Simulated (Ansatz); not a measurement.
Ideal-gas functions of FH2O2Sn, SMILES `[OH][Sn]([OH])[F]` radical at 500 K and 1 bar, from an Ansatz frequency run at PBE0-D4/def2-TZVP.

Molar mass 171.72 g/mol, point group C1 (symmetry number 1), electronic degeneracy 2, moments of inertia 107.151, 111.344, 175.218 u Å². Harmonic wavenumbers (cm⁻¹, unscaled): 93, 105, 178, 192, 219, 591, 600, 606, 810, 837, 3853, 3865.

Use S(trans) = R[1.5 ln M + 2.5 ln T − 1.1517]; rotational temperatures θ = 24.2544 K / I; S(rot) = R[ln(√π/σ · √(T³/θAθBθC)) + 1.5]; for each mode x = 1.438777 ν̃/T, S = R[x/(eˣ − 1) − ln(1 − e⁻ˣ)] and H = RT x/(eˣ − 1); 1 cm⁻¹ = 0.0119627 kJ/mol; R = 8.31446 J/(mol·K).

Task: By hand: the entropy, in J/(mol·K).

Result: Translation 183.8. Rotation: θ = 0.2264, 0.2178, 0.1384 K, giving 115.5. Vibration, mode by mode: 19.30, 18.30, 13.97, 13.35, 12.29, 4.83, 4.74, 4.67, 2.94, 2.76, 0.00, 0.00, in all 97.1. Electronic 5.8. Sum 402.2 J/(mol·K).

Task: By hand: H − E and G − E in kJ/mol, counted from the electronic energy.

Result: Zero-point energy ½ × 11949 × 0.0119627 = 71.5; thermal vibration 23.2; translation, rotation and pV give 4 RT = 16.6. H − E = 111.3 kJ/mol, and G − E = 111.3 − 500 × 402.2/1000 = -89.8 kJ/mol.

Vibration gives 24 % of the entropy, 37.6 J/(mol·K) of it from the modes under 150 cm⁻¹: soft modes count most, and the harmonic formula is weakest for them. The sum counts one conformer and one mirror image; others add a mixing term.
